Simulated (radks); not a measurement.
Values are calculated unless marked as measured or tabulated.
Question: The neodymium ion Nd+, 59 electrons, occupied as [Xe] 4f4 6s1. Level of theory: scalar-relativistic Kohn-Sham, r2SCAN, spin-unpolarised, spherical densities, finite nucleus; meta-GGA in the generalised Kohn-Sham scheme; Fermi nuclear charge, rms radius 4.9123 fm; hard spherical wall at 8 bohr (a radial shooting solver on a logarithmic mesh with Libxc functionals). Some entries of the table are withheld. Estimate them.

orbital  occ.  eigenvalue (eV)  r(max) (bohr)
1s          2        -43473.45        0.01510
2s          2        -7056.512        0.08545
2p          6        -6305.455            (1)
3s          2              (2)         0.2434
3p          6        -1304.820         0.2385
3d         10        -974.5759            (3)
4s          2        -314.8326         0.5653
4p          6        -236.4032         0.5898
4d         10        -124.5250         0.6186
5s          2         -47.4521          1.324
5p          6         -28.6136          1.498
6s          1          -7.7594          3.639
4f          4          -7.0314         0.6620
5d          0          -6.8570          2.122
6p          0              (4)          4.234
7s          0           3.9856          5.813

Answer: 
(1) 2p r(max) (bohr): 0.06893
(2) 3s eigenvalue (eV): -1543.008
(3) 3d r(max) (bohr): 0.1963
(4) 6p eigenvalue (eV): -4.3125
